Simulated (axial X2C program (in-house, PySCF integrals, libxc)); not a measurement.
# Worked dissociation energy of NaCo⁻: r2SCAN0, scalar-relativistic

Calculated with an axial X2C code built on PySCF integrals. Spin-free means the one-electron spin-free X2C Hamiltonian. Basis: Co dyall-acv3z [10s11p7d4f2g], Na dyall-av3z [10s9p5d2f] (cores contracted in-house); Gaussian nuclei, density fitting, unrestricted open shells. Masses: Co 58.933 u, Na 22.990 u.

Molecular state: M_S = 3/2, Λ = 2 (beyond evenly filled blocks: 2 × σα, δ+α, δ+β, δ-α).

- E(Co-) (2M_S = 2, M_L = 0): -1393.214185 hartree
- E(Na) (2M_S = 1, M_L = 0): -162.456896 hartree
- E(NaCo⁻) at Re: -1555.703262 hartree
- ωe: 136.2 cm⁻¹

(1) Work out De and D0.

One determinant describes the state; a PBE0 search over occupations chose it and may have missed a lower one. Dissociation energies refer to the lowest single-determinant-based atoms at the same level and basis. PBE0 can misorder states that lie within some tenths of an eV, so this need not be the ground state of the molecule. The nearest other spin-free determinant of the search, M_S = 1/2, Λ = 2, lies 0.04 eV up at the distance of the search. Without a current term, density functionals place determinants with orbital angular momentum somewhat too high. The atomic limit has a lower orbital projection than the molecule and lies lower at mean-field level, so De may be about a tenth of an eV too small. The highest occupied level of some functionals is positive through self-interaction error; at Hartree–Fock it is bound.

Each atomic determinant is the lowest at this level and need not be a pure term. Totals compare only within one Hamiltonian and basis.

Results:

(1) De = -1393.214185 + (-162.456896) − (-1555.703262) = 0.03218 hartree = 0.876 eV. The zero-point energy is ωe/2 = 68 cm⁻¹ = 0.008 eV, so D0 = 0.867 eV.
